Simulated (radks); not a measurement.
Polarisabilities and homonuclear dispersion coefficients (atomic units). Method: non-relativistic Kohn-Sham, PBE, spin-polarised, spherical densities, point nucleus; open shells are filled with parallel spins first (spin-orbit coupling, left out, can overturn this in heavy ions); computed with a radial shooting solver on a logarithmic mesh with Libxc functionals. Response by self-consistent Sternheimer equations with the Hartree and adiabatic LDA kernel. For heavy and open-shell atoms this level of theory can miss by tens of per cent. "Uncoupled" leaves out the induced potential. Quadrupole and octupole values are given only where no p, d or f shell is open.

| species | configuration | alpha1 (bohr^3) | alpha1, uncoupled | C6 | recommended alpha1 |
|---|---|---|---|---|---|
| Tb | [Xe] 4f9 6s2 | 203.5 | 394.0 | 3354 | 170 +/- 20 |
| Tb+ | [Xe] 4f9 6s1 | 93.84 | 127.9 | 837.6 | - |
| Tb2+ | [Xe] 4f9 | 8.049 | 16.71 | 47.33 | - |
| Tb3+ | [Xe] 4f8 | 5.581 | 10.32 | 31.19 | - |
| Tb4+ | [Xe] 4f7 | 4.398 | 7.800 | 22.32 | - |
| Tb5+ | [Kr] 4d10 4f7 5s2 5p5 | 3.704 | 6.588 | 16.61 | - |
| Tb6+ | [Kr] 4d10 4f8 5s2 5p3 | 3.220 | 5.909 | 12.19 | - |

Recommended values: Schwerdtfeger and Nagle, table of static dipole polarisabilities (2023 update), measured or computed.

Beside tabulated values, note that relativity, absent from the non-relativistic runs, is large for the heavy elements.
